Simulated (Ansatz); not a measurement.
Program: Ansatz. Geometries: PBE0-D4/def2-TZVP. ΔE: electronic, gas phase. CBS: MP2 limit from def2 TZ/QZ plus the TZ coupled-cluster correction, frozen cores. This one scheme is used for every species. DFT in def2-TZVPP. B3LYP here is the variant with VWN-RPA as its local correlation; programs differ in this. For Ge outer-core shells are correlated without core-valence functions, which leaves a few kJ/mol of doubt a bond. Scalar relativity is left out up to krypton.

Reaction (silylene formation by 1,1-elimination): `F[Si](F)(Cl)[GeH3]` → `F[Si]Cl` + `[F][GeH3]`

| level | ΔE (kJ/mol) | difference from CCSD(T)/CBS |
| --- | --- | --- |
| LDA (SPW92) | 276.6 | 19.4 |
| PBE-D4 | 245.7 | -11.5 |
| BLYP-D4 | 223.7 | -33.5 |
| r2SCANh-D4 | 272.1 | 14.9 |
| CAM-B3LYP-D4 | 249.1 | -8.1 |
| ωB97X-V | 256.2 | -1.0 |
| B2PLYP | 238.4 | -18.8 |
| r2SCAN | 266.5 | 9.3 |
| PBE0 | 253.9 | -3.3 |
| B3LYP | 224.7 | -32.5 |
| BHLYP | 244.0 | -13.2 |
| LC-ωPBE | 264.7 | 7.5 |
| MP2/def2-SVP | 235.8 | -21.4 |
| CCSD(T)/def2-SVP | 219.8 | -37.4 |
| MP2/def2-TZVPP | 260.0 | 2.8 |
| SCS-MP2/def2-TZVPP | 246.3 | -10.9 |
| CCSD(T)/CBS | 257.2 | 0 |

Largest T1 diagnostic among the species: 0.014.

In def2-TZVPP, CCSD(T) changes the Hartree–Fock value by +12.8 kJ/mol (the triples alone add +0.5 kJ/mol) and MP2 by +24.7 kJ/mol. From r2SCAN to r2SCAN0 (25 % exact exchange), in def2-TZVPP and without D4, ΔE moves by +6.8 kJ/mol. At CCSD(T), def2-SVP lies −37.4 kJ/mol from the extrapolated value and def2-TZVPP −8.9 kJ/mol.
